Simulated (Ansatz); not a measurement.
Reaction (atomization): `[OH][Al]([F])[ZnH]` → Al• + F• + 2 H• + O• + Zn (atom)

Computed with Ansatz on PBE0-D4/def2-TZVP structures; ΔE is electronic, products minus reactants. CCSD(T)/CBS is the MP2 limit (def2-TZVPP, def2-QZVPP) plus CCSD(T) − MP2 in def2-TZVPP, frozen cores. This one scheme is used for every species, atoms too. DFT in def2-TZVPP. B3LYP here is the variant with VWN-RPA as its local correlation; programs differ in this. Open shells (•) are unrestricted, without spin–orbit coupling. Spin–orbit coupling would lower the free atoms: a little for Al, F, O. Bonds to Zn are less sure, by a few kJ/mol each and by 10 to 20 or more in all where they break to atoms, as the def2 sets lack core-valence functions. Scalar relativity is left out up to krypton. Each species was taken in one conformer, which may not be the lowest.

```csv
level,ΔE (eV)
B2PLYP,18.74
B3LYP,18.54
BHLYP,17.90
CAM-B3LYP,18.97
SCS-MP2/def2-TZVPP,18.93
CCSD/def2-TZVPP,18.22
HF/CBS(def2),13.67
MP2/CBS(def2),19.92
```

Problem. What does CCSD(T)/CBS give? (An estimate is asked.)

Solution. Ansatz gave: +19.15 eV. The listed levels differ from it by -0.41, -0.61, -1.25, -0.18, -0.22, -0.93, -5.48, 0.77 eV.

Problem. What do rigid-rotor, harmonic-oscillator terms from PBE0-D4/def2-TZVP frequencies (298.15 K, 1 bar) make of the CCSD(T)/CBS value? (An estimate is asked.)

Solution. Computed: ΔZPE = -0.62 eV, ΔH = +18.71 eV, ΔS = 538 J/(mol·K), ΔG = +17.05 eV. Open shells count their whole term as degenerate.

Largest T1 diagnostic among the species: 0.018.

At CCSD(T), def2-SVP lies −1.63 eV from the extrapolated value and def2-TZVPP −0.62 eV: correlation converges slowly with the basis, and small sets miss more of it in the bonded molecule than in its fragments. Leaving LDA and LC-ωPBE aside and taking each functional with its dispersion term where it has one, the values, not all of them listed here, spread over 1.15 eV, from BHLYP-D4 to r2SCAN-D4. LDA lies +2.78 eV from PBE without D4, its usual overbinding.

For atomizations the MP2-based limit and the directly extrapolated one differ by several kJ/mol either way, and by 10 to 25 for some Ge, Se and Sn compounds, so smaller differences from it don't rank the levels.
